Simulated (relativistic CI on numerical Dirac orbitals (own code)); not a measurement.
**Inner-shell lines of Pt⁵¹⁺**

Method of calculation: Dirac-Coulomb-Breit CI, KLI orbitals optimised for each configuration, model QED, valence Slater integrals scaled by 0.9 (own radial code, finite nucleus).

Configurations in the expansion (outside the closed core 1s2 2s2 3s2 3p6): 2p⁶3d⁹, 2p⁵3d¹⁰, 2p⁵3d⁹4s, 2p⁵3d⁹4d. Levels of other configurations are missing.

The table holds the strongest lines. The upper levels have an inner-shell vacancy. Auger decay, open to those above the ionisation limit, is not computed, and radiative decays to configurations outside the model are missing too. Absolute energies can be off by a few tenths of a per cent, and at this charge the scaling can make term splittings too narrow, so close lines can change order. LS names give the leading component, which can be well under half, for lower levels too. Brackets number the levels in order of energy.

```
 E (eV)                  Upper             Lower   A (s⁻¹)  gA (s⁻¹)
 9493.6     2p⁵3d¹⁰ ²P°3/2 [3]  2p⁶3d⁹ ²D3/2 [2]  2.15e+14  8.59e+14
 9579.7     2p⁵3d¹⁰ ²P°3/2 [3]  2p⁶3d⁹ ²D5/2 [1]  1.90e+15  7.61e+15
11213.7     2p⁵3d¹⁰ ²P°1/2 [4]  2p⁶3d⁹ ²D3/2 [2]  2.39e+15  4.77e+15
11444.2    2p⁵3d⁹4s ²F°7/2 [6]  2p⁶3d⁹ ²D5/2 [1]  4.03e+13  3.22e+14
11462.9   2p⁵3d⁹4s ²D°5/2 [10]  2p⁶3d⁹ ²D5/2 [1]  3.24e+13  1.94e+14
11463.6   2p⁵3d⁹4s ²F°5/2 [16]  2p⁶3d⁹ ²D3/2 [2]  4.60e+13  2.76e+14
11844.7   2p⁵3d⁹4d ⁴D°7/2 [22]  2p⁶3d⁹ ²D5/2 [1]  2.06e+13  1.65e+14
11863.1   2p⁵3d⁹4d ²D°5/2 [60]  2p⁶3d⁹ ²D3/2 [2]  2.26e+13  1.35e+14
11876.8   2p⁵3d⁹4d ²D°5/2 [37]  2p⁶3d⁹ ²D5/2 [1]  1.77e+14  1.06e+15
11877.8   2p⁵3d⁹4d ²F°7/2 [39]  2p⁶3d⁹ ²D5/2 [1]  3.47e+13  2.78e+14
11878.1   2p⁵3d⁹4d ²P°3/2 [40]  2p⁶3d⁹ ²D5/2 [1]  1.63e+14  6.54e+14
11884.0   2p⁵3d⁹4d ²D°5/2 [42]  2p⁶3d⁹ ²D5/2 [1]  2.46e+13  1.48e+14
11884.8   2p⁵3d⁹4d ²F°7/2 [44]  2p⁶3d⁹ ²D5/2 [1]  1.62e+14  1.29e+15
11887.7   2p⁵3d⁹4d ⁴P°5/2 [69]  2p⁶3d⁹ ²D3/2 [2]  3.31e+13  1.99e+14
11893.8   2p⁵3d⁹4d ²P°3/2 [48]  2p⁶3d⁹ ²D5/2 [1]  6.28e+14  2.51e+15
11898.5   2p⁵3d⁹4d ²D°3/2 [75]  2p⁶3d⁹ ²D3/2 [2]  8.40e+13  3.36e+14
11899.3   2p⁵3d⁹4d ²F°7/2 [49]  2p⁶3d⁹ ²D5/2 [1]  3.52e+14  2.81e+15
11899.7   2p⁵3d⁹4d ²D°5/2 [50]  2p⁶3d⁹ ²D5/2 [1]  5.14e+14  3.08e+15
11899.9   2p⁵3d⁹4d ²F°5/2 [76]  2p⁶3d⁹ ²D3/2 [2]  2.14e+14  1.28e+15
11901.4   2p⁵3d⁹4d ²P°1/2 [78]  2p⁶3d⁹ ²D3/2 [2]  8.80e+14  1.76e+15
11904.1   2p⁵3d⁹4d ²D°3/2 [79]  2p⁶3d⁹ ²D3/2 [2]  7.37e+14  2.95e+15
11904.6   2p⁵3d⁹4d ²F°5/2 [80]  2p⁶3d⁹ ²D3/2 [2]  5.63e+14  3.38e+15
11907.4   2p⁵3d⁹4d ²F°7/2 [52]  2p⁶3d⁹ ²D5/2 [1]  2.60e+14  2.08e+15
11908.7   2p⁵3d⁹4d ²D°5/2 [53]  2p⁶3d⁹ ²D5/2 [1]  1.04e+14  6.26e+14
13575.6  2p⁵3d⁹4d ²D°3/2 [110]  2p⁶3d⁹ ²D3/2 [2]  2.66e+14  1.07e+15
13576.4   2p⁵3d⁹4d ⁴D°3/2 [91]  2p⁶3d⁹ ²D5/2 [1]  3.65e+13  1.46e+14
13578.6  2p⁵3d⁹4d ⁴G°5/2 [111]  2p⁶3d⁹ ²D3/2 [2]  1.96e+14  1.18e+15
13580.1   2p⁵3d⁹4d ²F°7/2 [93]  2p⁶3d⁹ ²D5/2 [1]  1.39e+14  1.11e+15
13584.1   2p⁵3d⁹4d ²P°3/2 [95]  2p⁶3d⁹ ²D5/2 [1]  4.90e+14  1.96e+15
13585.5  2p⁵3d⁹4d ²P°1/2 [112]  2p⁶3d⁹ ²D3/2 [2]  3.62e+14  7.25e+14
13585.6   2p⁵3d⁹4d ²F°7/2 [96]  2p⁶3d⁹ ²D5/2 [1]  3.82e+14  3.06e+15
13587.4   2p⁵3d⁹4d ²D°5/2 [97]  2p⁶3d⁹ ²D5/2 [1]  5.22e+14  3.13e+15
13593.0  2p⁵3d⁹4d ²F°5/2 [113]  2p⁶3d⁹ ²D3/2 [2]  3.25e+14  1.95e+15
13596.2  2p⁵3d⁹4d ²D°3/2 [114]  2p⁶3d⁹ ²D3/2 [2]  2.57e+14  1.03e+15
13627.5  2p⁵3d⁹4d ²P°1/2 [123]  2p⁶3d⁹ ²D3/2 [2]  1.03e+14  2.07e+14
```
